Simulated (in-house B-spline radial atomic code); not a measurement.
# Solving the quasi-particle equation for 2s of O V (O4+)

Configuration [He] 2s2, start Hartree-Fock; correlation leaves out the deepest shell. Computed with a B-spline radial code for spherical atoms: all electrons, non-relativistic, point nucleus, each spin shell either full or empty, empty states to l = 9 with an (l + 1/2)⁻⁴ tail; G0W0 by contour deformation at full frequency.

At the mean-field level ε = -111.314 eV the matrix elements are Σx = -29.292 eV, v_xc = -29.292 eV and Σc(ε) = -1.992 eV, and the slope of the correlation self-energy is dΣc/dω = -0.0288. The quasi-particle energy solves E = ε + Σx − v_xc + Σc(E).

Q: What does the linearised equation give?

A: Z = 1/(1 − dΣc/dω) = 1/1.0288 = 0.9720. The first-order shift is Σx − v_xc + Σc(ε) = -29.292 − (-29.292) + (-1.992) = -1.992 eV, so E ≈ ε + Z × shift = -111.314 + 0.9720 × (-1.992) = -113.250 eV.

Q: How does that compare with the full solution and with static screening?

A: Solving the equation at full frequency dependence gives E = -113.251 eV, where Σc = -1.937 eV and the weight is 0.973; the linearised value is off by 1 meV. Leaving Z out would give -113.306 eV. Static COHSEX puts -4.417 eV in place of Σc and gives -115.731 eV, 2.48 eV deeper. The tabulated removal energy is 113.899 eV (NIST, measured); the run leaves out relativity, Breit and QED terms.
